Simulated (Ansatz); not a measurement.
`C=C[Se][SiH2]C` + `[CH3][AlH][CH]=N` → `C=C[Se]C=N` + `[CH3][AlH][SiH2]C`  (redistribution)

Calculated with Ansatz (gas phase, PBE0-D4/def2-TZVP geometries, no zero-point term in ΔE). CCSD(T)/CBS is the MP2 limit (def2-TZVPP, def2-QZVPP) plus CCSD(T) − MP2 in def2-TZVPP, frozen cores. For Se outer-core shells are correlated without core-valence functions, which leaves a few kJ/mol of doubt a bond. Scalar relativity is left out up to krypton. Each species was taken in one conformer, which may not be the lowest.

`C=C[Se][SiH2]C`:

Z-matrix (Å, degrees):
```
Si
C 1 1.866
Se 1 2.282 2 106.4
H 1 1.488 2 111.5 3 119.6
H 1 1.488 2 111.5 3 -119.7
H 2 1.092 1 110.9 3 -60.3
H 2 1.092 1 110.9 3 60.4
H 2 1.093 1 109.9 3 -179.9
C 3 1.898 1 100.4 2 179.9
C 9 1.325 3 128.6 1 0.3
H 9 1.085 3 110.7 1 -179.7
H 10 1.084 9 119.9 3 180.0
H 10 1.084 9 123.4 3 0.0
```

`[CH3][AlH][CH]=N`:

```xyz
10

C     1.481   -0.267   -0.905
Al    0.171    0.934   -0.122
C    -1.382    0.160    0.841
N    -1.404   -1.116    0.895
H     1.553   -0.122   -1.988
H     1.219   -1.310   -0.714
H     2.482   -0.081   -0.502
H     0.291    2.520   -0.217
H    -2.188    0.750    1.311
H    -2.222   -1.468    1.403
```

`C=C[Se]C=N`:

Z-matrix (Å, degrees):
```
C
C 1 1.325
H 1 1.084 2 120.2
H 1 1.084 2 122.7 3 180.0
Se 2 1.889 1 124.4 3 179.9
H 2 1.086 1 121.2 3 -0.0
C 5 1.897 2 97.2 1 179.6
N 7 1.257 5 120.6 2 179.9
H 7 1.097 5 113.1 2 -0.1
H 8 1.018 7 111.4 5 -180.0
```

`[CH3][AlH][SiH2]C`:

Cartesian coordinates in Å:
```
C 0.755 -1.893 1.230
Al -0.592 -1.460 -0.121
Si -0.854 0.817 -1.020
C 0.338 2.079 -0.283
H 1.417 -2.688 0.871
H 1.375 -1.042 1.520
H 0.274 -2.283 2.135
H -1.540 -2.631 -0.644
H -2.256 1.292 -0.797
H -0.675 0.797 -2.506
H 1.374 1.787 -0.468
H 0.201 2.156 0.798
H 0.181 3.069 -0.716
```

```tsv
level	ΔE (eV)
SCS-MP2/def2-TZVPP	0.82
HF/def2-QZVPP	0.89
```

(1) What does CCSD(T)/CBS give? (An estimate is asked.)

Largest T1 diagnostic among the species: 0.012.

Results:

(1) Ansatz gave: +0.83 eV. The listed levels differ from it by -0.01, 0.06 eV.

The D4 term adds +0.05 eV with B3LYP and +0.03 eV with PBE0; it sums over pairs of atoms, weighted by their polarisabilities, and B3LYP, whose exchange is more repulsive, gets the larger term. In def2-TZVPP, CCSD(T) changes the Hartree–Fock value by −0.13 eV (the triples alone add −0.02 eV) and MP2 by −0.06 eV. From PBE to PBE0 (25 % exact exchange), in def2-TZVPP and without D4, ΔE moves by +0.11 eV.

B3LYP here is the variant with VWN-RPA as its local correlation; programs differ in this.
